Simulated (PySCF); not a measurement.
1,1,1-trichloroethane (C2H3Cl3), SMILES CC(Cl)(Cl)Cl. Heavy atoms are numbered as in [CH3:1][C:2]([Cl:3])([Cl:4])[Cl:5]. Hydrogens are named by the atom that carries them.

The structure is a stationary point at ωB97X-D3(BJ)/def2-SVP.

All values below come from PBE/def2-TZVP in PySCF.

Atomic charges (e), one atom of each kind:

| atom | Löwdin | meta-Löwdin | Mulliken |
|---|---|---|---|
| C1 (CH3) | -0.36 | -0.35 | -0.34 |
| C2 | -1.11 | 0.08 | 0.13 |
| Cl3 | 0.35 | -0.05 | -0.07 |
| H on C1 | 0.13 | 0.14 | 0.14 |

Computed Mayer and Wiberg (Löwdin basis) orders of the bonds:
```json
[
 {"bond": "C1–C2", "Mayer": "1.01", "Wiberg": "1.34"},
 {"bond": "C2–Cl3", "Mayer": "1.13", "Wiberg": "1.65"},
 {"bond": "C2–Cl4", "Mayer": "1.13", "Wiberg": "1.65"},
 {"bond": "C2–Cl5", "Mayer": "1.13", "Wiberg": "1.65"}
]
```
